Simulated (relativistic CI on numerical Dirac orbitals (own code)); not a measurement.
Line list: Electric-dipole lines, Pt57+

Computed by Dirac-Coulomb-Breit CI, separate exchange-only KLI orbitals for each configuration, a model potential for QED, unscaled Slater integrals (own radial code, finite nucleus).

Configuration list (outside the closed core [Ne]): 3s2 3p6 3d3, 3s2 3p5 3d4, 3s 3p6 3d4, 3s2 3p6 3d2 4s, 3s2 3p6 3d2 4p, 3s2 3p6 3d2 4d, 3s2 3p5 3d3 4s, 3s2 3p6 3d2 4f, 3s2 3p5 3d3 4p, 3s 3p6 3d3 4s, 3p6 3d4 4p, 3s 3p6 3d3 4p, 3s2 3p6 3d 4s 4p, 3s2 3p6 3d2 5s, 3s2 3p6 3d2 5p, 3s2 3p6 3d2 5d, 3s2 3p6 3d 4p 4d, 3s2 3p6 3d2 5f, 3s2 3p6 3d2 5g, 3s 3p6 3d2 4s 4p, 3s2 3p6 3d2 6s, 3p6 3d5, 3p5 3d6, 3p5 3d5 4s, 3p6 3d4 4s, 3p5 3d4 4s2, 3s2 3p6 3d 4s2, 3s2 3p6 4s2 4p, 3s2 3p6 4s2 4d, 3s2 3p6 3d 4p2, 3s2 3p6 4s 4p2, 3s2 3p6 4p3, 3s2 3p6 4p2 4d, 3s2 3p5 3d 4s 4p2, 3s2 3p6 3d 4s 4d, 3s2 3p6 4s 4p 4d, 3s2 3p6 4s 4d2, 3s2 3p5 3d 4s2 4d, 3s2 3p6 3d 4d2, 3s2 3p6 4p 4d2, 3s2 3p6 4d3, 3s2 3p5 3d 4s 4d2, 3s 3p6 3d2 4s2, 3s 3p6 3d 4s2 4p, 3s 3p6 3d 4s2 4d. Double excitations out of closed p, d and f shells are left out; levels of such configurations are missing from the list, as are those of other unlisted configurations, and high levels can miss mixing partners. These lack a partner that the ground configuration has and come out too high: 3s2 3p5 3d3 4p.

```csv
λ vac (nm),Lower,Upper,A (s⁻¹),log gf,S velocity/length
0.47651,3s2 3p6 3d3 4F_3/2 [1],3s2 3p5 3d3 4s 2F°_5/2 [362],3.48e+13,-0.15,0.97
1.5453,3s2 3p6 3d3 2G_7/2 [5],3s2 3p5 3d4 2D°_5/2 [145],4.85e+12,0.02,0.80
1.5479,3s2 3p6 3d3 4F_5/2 [2],3s2 3p5 3d4 4P°_3/2 [143],3.21e+12,-0.34,0.80
1.5577,3s2 3p6 3d3 2H_9/2 [4],3s2 3p5 3d4 2F°_7/2 [144],7.51e+12,0.34,0.80
1.5657,3s2 3p6 3d3 4F_9/2 [9],3s2 3p5 3d4 4D°_7/2 [164],4.22e+12,0.09,0.80
1.5680,3s2 3p6 3d3 4F_7/2 [8],3s2 3p5 3d4 2F°_5/2 [160],5.22e+12,0.06,0.80
1.5721,3s2 3p6 3d3 4F_9/2 [9],3s2 3p5 3d4 2H°_11/2 [161],1.81e+12,-0.09,0.81
1.5730,3s2 3p6 3d3 2H_11/2 [12],3s2 3p5 3d4 2G°_9/2 [165],6.62e+12,0.39,0.80
1.5799,3s2 3p6 3d3 4F_9/2 [9],3s2 3p5 3d4 2G°_9/2 [159],2.88e+12,0.03,0.80
1.5873,3s2 3p6 3d3 4P_5/2 [13],3s2 3p5 3d4 4D°_7/2 [164],4.03e+12,0.09,0.80
1.5873,3s2 3p6 3d3 2F_7/2 [14],3s2 3p5 3d4 2F°_7/2 [167],5.18e+12,0.19,0.80
1.5882,3s2 3p6 3d3 4F_3/2 [1],3s2 3p5 3d4 4D°_1/2 [137],1.00e+13,-0.12,0.80
1.5883,3s2 3p6 3d3 2D_3/2 [16],3s2 3p5 3d4 2D°_3/2 [172],7.67e+12,0.06,0.80
1.5918,3s2 3p6 3d3 2G_9/2 [17],3s2 3p5 3d4 2F°_7/2 [189],6.26e+12,0.28,0.80
1.5926,3s2 3p6 3d3 2H_11/2 [12],3s2 3p5 3d4 2H°_11/2 [161],6.93e+12,0.50,0.80
1.5928,3s2 3p6 3d3 2G_9/2 [17],3s2 3p5 3d4 2G°_9/2 [188],4.11e+12,0.19,0.80
1.5930,3s2 3p6 3d3 4F_9/2 [9],3s2 3p5 3d4 4D°_7/2 [158],3.27e+12,0.00,0.80
1.6014,3s2 3p6 3d3 2D_5/2 [19],3s2 3p5 3d4 2F°_7/2 [194],4.59e+12,0.15,0.81
1.6016,3s2 3p6 3d3 2D_5/2 [7],3s2 3p5 3d4 2D°_5/2 [145],5.12e+12,0.07,0.80
1.6063,3s2 3p6 3d3 2G_9/2 [17],3s2 3p5 3d4 2H°_11/2 [187],4.66e+12,0.33,0.81
1.6075,3s2 3p6 3d3 4F_5/2 [2],3s2 3p5 3d4 2G°_7/2 [142],1.44e+12,-0.35,0.80
1.6296,3s2 3p6 3d3 4F_5/2 [2],3s2 3p5 3d4 4D°_3/2 [139],3.69e+12,-0.23,0.79
1.6309,3s2 3p6 3d3 2G_7/2 [5],3s2 3p5 3d4 2G°_7/2 [142],2.68e+12,-0.07,0.80
1.6351,3s2 3p6 3d3 2H_9/2 [4],3s2 3p5 3d4 2H°_9/2 [140],3.89e+12,0.19,0.80
1.7980,3s2 3p5 3d4 2K°_15/2 [45],3s 3p6 3d4 4H_13/2 [215],4.20e+12,0.45,0.90
1.8032,3s2 3p5 3d4 4G°_11/2 [26],3s 3p6 3d4 4F_9/2 [198],4.33e+12,0.32,0.90
2.6994,3s2 3p6 3d3 2H_11/2 [12],3s2 3p5 3d4 2G°_9/2 [121],1.84e+12,0.30,0.68
2.6999,3s2 3p6 3d3 4F_5/2 [2],3s2 3p5 3d4 4F°_5/2 [73],1.29e+12,-0.07,0.70
2.7048,3s2 3p6 3d3 2D_5/2 [7],3s2 3p5 3d4 2P°_3/2 [87],1.64e+12,-0.14,0.69
2.7091,3s2 3p6 3d3 4F_3/2 [1],3s2 3p5 3d4 2D°_3/2 [35],2.03e+12,-0.05,0.69
2.7110,3s2 3p6 3d3 2G_9/2 [17],3s2 3p5 3d4 2F°_7/2 [133],1.78e+12,0.20,0.69
2.7220,3s2 3p6 3d3 2H_9/2 [4],3s2 3p5 3d4 2F°_7/2 [79],8.26e+11,-0.13,0.68
2.7241,3s2 3p6 3d3 4P_3/2 [3],3s2 3p5 3d4 4D°_3/2 [75],1.16e+12,-0.29,0.69
2.7335,3s2 3p6 3d3 4F_5/2 [2],3s2 3p5 3d4 4D°_3/2 [69],1.26e+12,-0.25,0.69
2.7360,3s2 3p6 3d3 4F_9/2 [9],3s2 3p5 3d4 2G°_7/2 [114],8.84e+11,-0.10,0.68
2.7394,3s2 3p6 3d3 2H_9/2 [4],3s2 3p5 3d4 2H°_9/2 [76],1.72e+12,0.29,0.69
2.7411,3s2 3p6 3d3 2G_7/2 [5],3s2 3p5 3d4 2F°_5/2 [77],1.28e+12,-0.06,0.68
2.7463,3s2 3p6 3d3 2D_5/2 [7],3s2 3p5 3d4 2D°_5/2 [84],1.63e+12,0.04,0.69
2.7506,3s2 3p6 3d3 2G_7/2 [5],3s2 3p5 3d4 2G°_7/2 [74],1.57e+12,0.15,0.69
2.7656,3s2 3p6 3d3 4F_3/2 [1],3s2 3p5 3d4 2F°_5/2 [34],1.69e+12,0.07,0.70
2.7834,3s2 3p6 3d3 4F_9/2 [9],3s2 3p5 3d4 2H°_9/2 [109],1.37e+12,0.20,0.69
2.8101,3s2 3p6 3d3 2H_11/2 [12],3s2 3p5 3d4 2H°_11/2 [113],1.32e+12,0.27,0.69
2.8432,3s2 3p6 3d3 2H_9/2 [4],3s2 3p5 3d4 2H°_11/2 [67],4.43e+11,-0.19,0.70
2.8717,3s2 3p6 3d3 4F_5/2 [2],3s2 3p5 3d4 4G°_7/2 [58],5.10e+11,-0.30,0.69
2.8893,3s2 3p6 3d3 2G_9/2 [17],3s2 3p5 3d4 4F°_9/2 [131],9.33e+11,0.07,0.67
```

Terms are leading LS components. Brackets give the number of a level in order of energy, since labels repeat. The list gives strong lines, with weight on those to low levels, among the lowest 400 of 4747 levels, so that lines to higher ones, which can be the strongest, are missing. Levels whose partners in the same complex of configurations lie outside the list can be far off, and so can their lines. Rates are taken at the computed energies, electric ones in the length gauge. A velocity-to-length ratio far from 1 marks an uncertain rate.

At this charge energies of transitions that change n are usually good to better than 1 %, and those within a shell (Δn = 0) to a few per cent.

LS names give the leading component of a level, which can be under half, so a name can repeat, a term be missing and a line seem to break the LS rules.
